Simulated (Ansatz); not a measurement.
Program: Ansatz. Geometries: PBE0-D4/def2-TZVP. ΔE: electronic, gas phase. CBS: MP2 limit from def2 TZ/QZ plus the TZ coupled-cluster correction, frozen cores. This one scheme is used for every species, atoms too. Functionals use def2-TZVPP. Open shells (•) are unrestricted, without spin–orbit coupling. Spin–orbit coupling would lower the free atoms: a little for C, O, S, Si. One conformer a species, not always the lowest.

Consider the atomization: `C[SiH](O)CS` → 2 C• + 8 H• + O• + S• + Si•.

```tsv
level	ΔE (kJ/mol)
PBE-D4	4780.5
r2SCAN	4730.8
```

Q: What does CCSD(T)/CBS give? (An estimate is asked.)

A: Computed: +4739.3 kJ/mol. The listed levels differ from it by 41.2, -8.5 kJ/mol.

Largest T1 diagnostic among the species: 0.012.

From PBE to PBE0 (25 % exact exchange), in def2-TZVPP and without D4, ΔE moves by −55.9 kJ/mol: exact exchange takes away binding that semilocal exchange gives to molecules. In def2-TZVPP, CCSD(T) changes the Hartree–Fock value by +1134.1 kJ/mol (the triples alone add +62.3 kJ/mol) and MP2 by +1186.8 kJ/mol; breaking electron pairs costs correlation energy, which Hartree–Fock lacks.

For atomizations the MP2-based limit and the directly extrapolated one differ by several kJ/mol either way, and by 10 to 25 for some Ge, Se and Sn compounds, so smaller differences from it don't rank the levels.
